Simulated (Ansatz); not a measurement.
System: InCl, charge -1, multiplicity 2. SMILES of the parent species: [Cl][In]
Structure (B3LYP-D3(BJ)/def2-TZVP (Ansatz, a program for electronic structure) minimum search):
```
In
Cl 1 2.6252
```
Charge -1, spin multiplicity 2.

Parts of the frozen-core correlation energy in def2-SVP (Ansatz, hartree). Frozen orbitals: 14; correlated occupied orbitals by spin: 6 and 5; virtual: 24 and 25. Open shells are spin-unrestricted. Spin-orbit coupling is left out. In def2 rows, elements after Kr have scalar-relativistic effective core potentials.

```
term                            value
-------------------------  ----------
reference (HF)             -648.63941
MP2 opposite-spin            -0.12605
MP2 same-spin                -0.04188
CCSD correlation             -0.19071
(T)                          -0.00351
CCSDT minus CCSD(T)          -0.00053
T1 diagnostic                   0.014
largest doubles amplitude       0.072
<S^2> of the reference          0.762
```
